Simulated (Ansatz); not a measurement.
Basis sets compared for Sn₂H₂⁻ (the lowest doublet isomer of a short search). Charge -1, multiplicity 2. Geometry PBE-D4/def2-TZVPD. Ansatz on 4 threads of Arm Neoverse V2 on a shared host; times are rough, and most runs start from earlier orbitals.

```
atom   x (Å)   y (Å)   z (Å)
 Sn1  -0.145   1.252  -0.649
 Sn2   0.448  -1.247   0.506
  H3   0.847  -0.610   2.158
  H4  -1.149   0.605  -2.014
```

In the def2 sets Sn takes a core potential; there is no spin–orbit coupling. At PBE-D4/def2-SVPD, PBE-D4/def2-TZVPD the highest occupied level of the charge -1 doublet lies above zero (up to 0.48 eV). By energy differences its removal costs 1.95 eV (vertical, to the charge 0 triplet, at PBE0-D4/def2-TZVPD). The structure comes from a short search, and lower isomers may exist.

| level | functions | energy (Eh) | HOMO (eV) | LUMO (eV) | wall time |
| --- | --- | --- | --- | --- | --- |
| PBE-D4/def2-SVPD | 80 | -429.8200 | 0.48 | 0.81 | 1.2 s |
| PBE0-D4/def2-SVPD | 80 | -429.8351 | -0.25 | 1.52 | 1.9 s |

(1) Estimate the rows for PBE-D4/def2-TZVPD (with forces), PBE0-D4/def2-TZVPD.

Results:

(1) 
| level | functions | energy (Eh) | HOMO (eV) | LUMO (eV) | wall time |
| --- | --- | --- | --- | --- | --- |
| PBE-D4/def2-TZVPD (with forces) | 130 | -429.8361 | 0.32 | 0.66 | 2.3 s |
| PBE0-D4/def2-TZVPD | 130 | -429.8492 | -0.38 | 1.37 | 3.2 s |
